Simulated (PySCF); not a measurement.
C7H8O2.
Geometry (PBE0-D3(BJ)/def2-SVP, Å), atoms numbered from 1 in this order:
```
atom  x, y, z in Å
C1     3.068   -0.104    0.178
O2     1.742    0.253   -0.170
C3     0.792   -0.623    0.178
O4     1.020   -1.661    0.737
C5    -0.573   -0.133   -0.256
C6    -0.926    1.254    0.211
C7    -2.136    1.211    0.804
C8    -2.635   -0.166    0.795
C9    -1.728   -0.967    0.201
H10    3.166   -0.232    1.266
H11    3.709    0.716   -0.167
H12    3.362   -1.046   -0.308
H13   -0.544   -0.122   -1.366
H14   -0.283    2.120    0.059
H15   -2.671    2.063    1.228
H16   -3.592   -0.483    1.214
H17   -1.783   -2.046    0.061
```

Theory: PySCF, TDDFT CAM-B3LYP/def2-SVPD, vertical, gas phase, core orbitals frozen in the response.

Ground-to-excited transition dipoles (e·a0, same axes as the geometry; the sign carries no meaning), for the states with f of 0.002 or more among the lowest 6:

| state | E (hartree) | μx | μy | μz |
| --- | --- | --- | --- | --- |
| S1 | 0.1835 | 0.335 | 0.597 | 0.013 |
| S2 | 0.2138 | 0.061 | -0.268 | -0.050 |
| S3 | 0.2281 | -0.013 | 0.147 | -0.055 |
| S4 | 0.2437 | 0.040 | -0.176 | -0.006 |
| S5 | 0.2479 | 0.451 | -0.279 | -0.099 |
| S6 | 0.2659 | 0.116 | -0.152 | -0.343 |

(1) Work out the oscillator strengths.

(2) Which bond between heavy atoms lies closest to the direction of the S1 transition dipole?

(3) What angle do the transition dipoles of S1 and S5 make?

(4) What peak molar absorption coefficient would the strongest computed level give as a lone Gaussian band 0.4 eV wide at half height?

Results:

(1) f = (2/3) ΔE |μ|² with ΔE in hartree (27.2114 eV).

| state | \|μ\|² (au) | \|μ\| (D) | f |
| --- | --- | --- | --- |
| S1 | 0.469 | 1.74 | 0.057 |
| S2 | 0.078 | 0.71 | 0.011 |
| S3 | 0.025 | 0.40 | 0.004 |
| S4 | 0.033 | 0.46 | 0.005 |
| S5 | 0.291 | 1.37 | 0.048 |
| S6 | 0.154 | 1.00 | 0.027 |

(2) C7–C8, at 9° from it; next O2–C3 at 24°.

(3) |cos θ| = |μa·μb| / (|μa| |μb|) = 0.04, so θ ≈ 87° (taken between 0 and 90°, since the signs are arbitrary).

(4) ε(max) = 2.175×10⁸ f / FWHM, with the width in cm⁻¹. S1: 2.175×10⁸ × 0.0573 / 3226 ≈ 3900 L mol⁻¹ cm⁻¹.

Rough CPU time on one thread of a shared machine: about 2.2 min.

One conformer stands for the species.
